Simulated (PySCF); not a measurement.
A run for PySCF: D3(BJ) and D4 dispersion corrections on Cl2H4Si (a complex), monomers drawn apart or pushed together.

```python
from pyscf import gto
from pyscf.dispersion import dftd3, dftd4

mol = gto.M(
    atom='''
    Cl    0.18137012    0.42715245   -0.08155604
    H    -0.08917065   -0.45574490    0.81766539
    Si   -0.15998704    0.22519636    5.74198348
    Cl   -0.61127035   -1.68409729    5.04455320
    H    -0.25475156    0.18581675    7.21317343
    H    -1.14481925    1.16014863    5.17081154
    H     1.20825071    0.55459760    5.30631082
    ''',
    basis='def2-svp',
    charge=0, spin=0, verbose=0, max_memory=1800)
d3, d4 = {}, {}
for xc in ['hf', 'pbe', 'blyp', 'revpbe', 'tpss', 'r2scan', 'b3lyp', 'pbe0', 'bhlyp', 'camb3lyp', 'b2plyp']:
    d3[xc] = float(dftd3.DFTD3Dispersion(mol, xc=xc, version='d3bj', atm=False).get_dispersion()['energy'])
    print(f'D3(BJ) {xc:10s} {d3[xc]:14.8f} Eh')
for xc in ['hf', 'pbe', 'blyp', 'revpbe', 'tpss', 'r2scan', 'b3lyp', 'pbe0', 'bhlyp', 'camb3lyp', 'b2plyp']:
    d4[xc] = float(dftd4.DFTD4Dispersion(mol, xc={'camb3lyp': 'cam-b3lyp'}.get(xc, xc), atm=True).get_dispersion()['energy'])
    print(f'D4     {xc:10s} {d4[xc]:14.8f} Eh')
```

Output:

```
D3(BJ) hf            -0.03205777 Eh
D3(BJ) pbe           -0.00358164 Eh
D3(BJ) blyp          -0.00788405 Eh
D3(BJ) revpbe        -0.00875328 Eh
D3(BJ) tpss          -0.00458418 Eh
D3(BJ) r2scan        -0.00106325 Eh
D3(BJ) b3lyp         -0.00652091 Eh
D3(BJ) pbe0          -0.00319102 Eh
D3(BJ) bhlyp         -0.00541566 Eh
D3(BJ) camb3lyp      -0.00304995 Eh
D3(BJ) b2plyp        -0.00318823 Eh
D4     hf            -0.01119942 Eh
D4     pbe           -0.00319802 Eh
D4     blyp          -0.00696405 Eh
D4     revpbe        -0.00934387 Eh
D4     tpss          -0.00428555 Eh
D4     r2scan        -0.00083187 Eh
D4     b3lyp         -0.00515651 Eh
D4     pbe0          -0.00271259 Eh
D4     bhlyp         -0.00411213 Eh
D4     camb3lyp      -0.00277298 Eh
D4     b2plyp        -0.00221853 Eh
```

The run finished.

Cost: around 0.04 core-seconds (rough).
